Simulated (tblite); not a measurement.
C2H9BSi2.
Bonds: B1–Si2, Si2–C3, C3–C4 (double), C3–Si5. Hydrogens: H6, H7 on B1; H8, H9 on Si2; H10, H11 on C4; H12, H13, H14 on Si5.

Computed with GFN2-xTB (tblite), gas phase: L-BFGS steps from a force-field or distance-geometry start until the largest atomic force falls under 0.01 eV/Å.

Step 143: E = -366.8650 eV
```
atom  x, y, z in Å  |  force x, y, z in eV/Å
B1      2.3210   -0.3380    0.5037    0.026  -0.006   0.026
Si2     1.1566    0.4664   -0.8367   -0.015  -0.002   0.037
C3     -0.6109    0.3903   -0.1136    0.034  -0.021  -0.007
C4     -1.2399    1.5079    0.2351    0.001  -0.010  -0.030
Si5    -1.4370   -1.2890    0.1610    0.002   0.004  -0.031
H6      2.9290    0.3020    1.2745   -0.022  -0.020  -0.026
H7      2.4039   -1.5015    0.6059    0.006   0.015   0.009
H8      1.3963    1.8796   -1.1934   -0.003   0.000  -0.006
H9      1.0671   -0.2224   -2.1395    0.001  -0.009  -0.023
H10    -2.2410    1.5092    0.6439   -0.005   0.011   0.015
H11    -0.7902    2.4832    0.1155   -0.020   0.010   0.009
H12    -2.8122   -1.2586   -0.3431   -0.015   0.005   0.024
H13    -0.6960   -2.3440   -0.5339    0.015   0.023  -0.011
H14    -1.4476   -1.5857    1.5984   -0.006  -0.001   0.013
```

Step 144: E = -366.8654 eV
```
atom  x, y, z in Å  |  force x, y, z in eV/Å
B1      2.3114   -0.3424    0.5064    0.036   0.012   0.029
Si2     1.1583    0.4673   -0.8392   -0.014  -0.002   0.030
C3     -0.6090    0.3927   -0.1166    0.021  -0.019  -0.019
C4     -1.2396    1.5105    0.2275   -0.008   0.005  -0.002
Si5    -1.4317   -1.2872    0.1625    0.008  -0.013  -0.014
H6      2.8960    0.2961    1.2971   -0.023  -0.034  -0.030
H7      2.4084   -1.5058    0.5908    0.011   0.006   0.018
H8      1.4030    1.8804   -1.1921   -0.005  -0.001  -0.009
H9      1.0667   -0.2207   -2.1421    0.003  -0.005  -0.025
H10    -2.2395    1.5120    0.6394   -0.006   0.007   0.004
H11    -0.7914    2.4867    0.1079   -0.015   0.003   0.001
H12    -2.8145   -1.2621   -0.3195   -0.018   0.013   0.019
H13    -0.6990   -2.3405   -0.5436    0.015   0.026  -0.015
H14    -1.4197   -1.5875    1.5994   -0.007   0.000   0.011
```

Step 145: E = -366.8654 eV
```
atom  x, y, z in Å  |  force x, y, z in eV/Å
B1      2.3089   -0.3466    0.5070   -0.010   0.003  -0.040
Si2     1.1584    0.4680   -0.8380   -0.007  -0.004   0.013
C3     -0.6087    0.3950   -0.1172   -0.003  -0.010  -0.023
C4     -1.2417    1.5127    0.2234   -0.012   0.010   0.025
Si5    -1.4293   -1.2859    0.1622    0.016  -0.003  -0.001
H6      2.8925    0.2890    1.2943    0.029   0.020   0.043
H7      2.4048   -1.5086    0.5898    0.011  -0.035   0.019
H8      1.4059    1.8817   -1.1880   -0.004  -0.007  -0.010
H9      1.0664   -0.2196   -2.1419    0.005   0.004  -0.017
H10    -2.2408    1.5134    0.6378   -0.005   0.001  -0.007
H11    -0.7961    2.4906    0.1060   -0.007  -0.010  -0.009
H12    -2.8135   -1.2686   -0.3135   -0.028   0.020   0.008
H13    -0.6933   -2.3363   -0.5428    0.021   0.013  -0.026
H14    -1.4140   -1.5854    1.5985   -0.005  -0.002   0.026
```

Step 146: E = -366.8655 eV
```
atom  x, y, z in Å  |  force x, y, z in eV/Å
B1      2.3036   -0.3496    0.5098    0.027  -0.020   0.005
Si2     1.1595    0.4687   -0.8388    0.012  -0.005  -0.008
C3     -0.6070    0.3960   -0.1190   -0.029   0.002  -0.019
C4     -1.2412    1.5147    0.2165   -0.014   0.006   0.035
Si5    -1.4255   -1.2851    0.1650    0.000  -0.006   0.020
H6      2.8586    0.2850    1.3239   -0.012  -0.044  -0.019
H7      2.4215   -1.5146    0.5675    0.012   0.055   0.029
H8      1.4086    1.8824   -1.1897   -0.004  -0.016  -0.004
H9      1.0675   -0.2181   -2.1444    0.006   0.011  -0.002
H10    -2.2401    1.5169    0.6323   -0.001  -0.005  -0.015
H11    -0.7969    2.4929    0.0962   -0.004  -0.017  -0.011
H12    -2.8174   -1.2656   -0.2908   -0.010   0.020   0.011
H13    -0.6994   -2.3345   -0.5521    0.018   0.016  -0.026
H14    -1.3925   -1.5896    1.6014   -0.002   0.003   0.004
```

Question: Estimate the geometry and energy of step 147. (The exact step hangs on the optimiser's Hessian estimate; all steps are aligned on step 146, rigid shifts and turns removed.)

Answer: E = -366.8657 eV, largest force 0.043 eV/Å
```
atom  x, y, z in Å  |  force x, y, z in eV/Å
B1      2.3093   -0.3351    0.5112    0.025   0.028   0.020
Si2     1.1589    0.4633   -0.8431    0.002  -0.010   0.005
C3     -0.6055    0.3909   -0.1169   -0.008  -0.015  -0.021
C4     -1.2325    1.5093    0.2313   -0.020   0.019   0.023
Si5    -1.4334   -1.2869    0.1566    0.005  -0.019   0.009
H6      2.8717    0.3085    1.3129   -0.013  -0.030  -0.022
H7      2.4214   -1.4966    0.5907    0.016  -0.014   0.023
H8      1.3990    1.8735   -1.2097    0.000   0.002  -0.008
H9      1.0668   -0.2370   -2.1402    0.005   0.002  -0.016
H10    -2.2301    1.5125    0.6494   -0.004   0.000  -0.007
H11    -0.7838    2.4856    0.1149   -0.006  -0.003  -0.005
H12    -2.8213   -1.2543   -0.3109   -0.010   0.014   0.013
H13    -0.7078   -2.3374   -0.5606    0.011   0.025  -0.016
H14    -1.4135   -1.5967    1.5922   -0.003   0.002   0.002
```

The energy changes by -0.0002 eV. The first-order estimate −F·Δx gives -0.0004 eV and the mean of the old and new forces, exact on a quadratic surface, -0.0002 eV. The step makes an angle of 87° with the force vector and moves no atom by more than 0.029 Å.

What follows is the cost of the whole relaxation. On Arm Neoverse V1, one thread, no GPU (shared host), this took 1.3 s.
